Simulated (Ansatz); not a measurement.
A nudged elastic band was laid between two geometries of Cl$_{2}$H$_{2}$OZn (6 atoms, charge 0, multiplicity 1).

Method: UHF/def2-SVP (Ansatz).

```yaml
movable_images: 9
climbing_image: yes
spring: 5.0 eV/Å²
optimiser: fire
start_path: through a guess of the saddle point
force_threshold: 0.03 eV/Å
iteration_limit: 60
end_points: relaxed
largest_step: 0.02 Å
```

Image 0:

```xyz
6
Properties=species:S:1:pos:R:3
Zn 0.113 -0.800 -0.725
Cl 2.263 -0.794 -1.033
Cl -1.923 -1.488 -1.032
H 0.600 1.271 1.037
O -0.118 0.760 0.686
H -0.935 1.051 1.067
```

Image 10:

```xyz
6
Properties=species:S:1:pos:R:3
Zn -0.715 -0.514 -0.350
Cl 2.069 -0.241 -0.516
Cl -1.710 -2.005 -1.521
H 1.481 0.585 0.300
O -0.266 0.836 0.777
H -0.859 1.340 1.309
```

Q: Which bonds break or form, and what moves?

A: Bonds broken: H4–O5. Bonds formed: Cl2–H4. Cl2H2OZn becomes ClH + ClHOZn.

Q: What energy profile does the band end with?

A: The run ended unconverged. The highest image is number 8 of 0 to 10, 39.7 kcal/mol above the first end and 0.9 kcal/mol above the last; the last end lies 38.8 kcal/mol above the first. The band didn't meet its force threshold, so its energies are provisional: the largest band force was still 0.07 eV/Å, and over the last iterations the top stayed at 1.72 eV. The orbitals stay closed-shell, which can raise the energy where a bond breaks towards radicals; this wasn't checked here.

```
image  path coordinate (Å)  energy (kcal/mol)  H4–O5 (Å)  Cl2–H4 (Å)
    0                 0.00                0.0       0.95        3.36
    1                 0.28                0.1       0.95        3.09
    2                 0.56                0.6       0.95        2.85
    3                 0.84                1.4       0.95        2.63
    4                 1.11                2.9       0.95        2.40
    5                 1.38                7.0       0.97        2.14
    6                 1.65               17.8       1.01        1.87
    7                 1.91               34.1       1.18        1.61
    8                 2.18               39.7       1.46        1.39
    9                 2.39               39.2       1.66        1.32
   10                 2.60               38.8       1.83        1.30
```

Run time: 10 min on 2 threads of Arm Neoverse V2, with other jobs on the host, peak memory 0.26 GiB.
